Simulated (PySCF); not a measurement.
Delta-SCF ions had no search for a lower state. Excitations are Tamm–Dancoff values on a coarser integration grid. The basis has no diffuse functions, so Rydberg states are missing or too high.

Cartesian coordinates (Å):
```xyz
10

In     0.0200     0.1476     0.2494
H      0.5890     1.4595    -0.7514
H     -1.6657     0.1083     0.6869
H      1.1782    -0.8205     1.1066
C      0.6042    -1.4032    -2.6494
O     -0.3273    -1.3409    -1.5851
H      0.3838    -2.2523    -3.3158
H      1.5948    -1.5597    -2.2027
H      0.6275    -0.4682    -3.2332
H     -1.2229    -1.2475    -1.9300
```
Charge 0, spin multiplicity 1.

Task: Predict the S1 oscillator strength, S1–T1 gap (TDA), charge on the central atom (Mulliken), dipole moment and vertical ionisation energy (Delta-SCF) from PBE0-D4/def2-TZVP // PBE0-D4/def2-SVP run with PySCF 2.14.0.

Result: 
| Property | Result |
|---|---|
| S1 oscillator strength | 0.001 |
| S1–T1 gap (TDA) | 0.35 eV |
| charge on the central atom (Mulliken) | 0.32 e |
| dipole moment | 3.88 D |
| vertical ionisation energy (Delta-SCF) | 9.63 eV |
